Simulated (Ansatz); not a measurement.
Geometry optimisation, RKS BLYP-D4/def2-SVP (Ansatz).

Input:

```yaml
crystal:
  periodic: [false, false, false]
  atoms:
    - { symbol: Ge, position_ang: [0.070853, -0.6409, -0.364926] }
    - { symbol: F, position_ang: [0.979759, 0.401464, 2.161088] }
    - { symbol: H, position_ang: [1.201968, 0.374453, -0.611019] }
    - { symbol: F, position_ang: [-1.336055, 0.117941, 0.358718] }
    - { symbol: Cl, position_ang: [-0.650199, -1.399463, -2.282739] }
    - { symbol: S, position_ang: [0.683827, -2.392865, 0.914096] }
    - { symbol: H, position_ang: [-0.447002, -3.120293, 0.693442] }
    - { symbol: H, position_ang: [0.608749, -0.368337, 2.538741] }
basis:
  gaussian: { orbitals: def2-SVP }
hamiltonian:
  xc: blyp
  dispersion: d4
relax:
  f_tol: 0.03
  max_steps: 50
```

Command:

```bash
$ ansatz run input.yaml --threads 4 --pin off --max-ram 5120MiB --backend cpu --events-out ev --progress --plain --runs-dir out
```

Where does it end, and by what steps?

It converged. The force dipped under the threshold on the way, but the program's further checks kept it going. After 15 steps the energy has fallen by 0.027 eV; H8 moved furthest, 0.34 Å.

| step | energy less start (eV) | largest force component (eV/Å) | accepted |
| --- | --- | --- | --- |
| 0 | 0.0000 | 0.450 | yes |
| 1 | 0.0154 | 1.085 | no |
| 2 | -0.0180 | 0.171 | yes |
| 3 | -0.0219 | 0.248 | yes |
| 4 | -0.0231 | 0.189 | yes |
| 5 | -0.0229 | 0.144 | no |
| 6 | -0.0245 | 0.039 | yes |
| 7 | -0.0248 | 0.015 | yes |
| 8 | -0.0252 | 0.052 | yes |
| 9 | -0.0254 | 0.081 | yes |
| 10 | -0.0257 | 0.106 | yes |
| 11 | -0.0260 | 0.102 | yes |
| 12 | -0.0261 | 0.162 | yes |
| 13 | -0.0265 | 0.120 | yes |
| 14 | -0.0268 | 0.071 | yes |
| 15 | -0.0271 | 0.025 | yes |

```xyz
8
Properties=species:S:1:pos:R:3
Ge 0.057 -0.625 -0.394
F 0.928 0.357 2.244
H 1.152 0.444 -0.559
F -1.420 0.033 0.284
Cl -0.551 -1.399 -2.341
S 0.713 -2.363 0.915
H -0.543 -2.898 0.936
H 0.776 -0.578 2.322
```

Run time: 22 s on 4 threads of Arm Neoverse V1, on a shared host, peak memory 0.17 GiB.
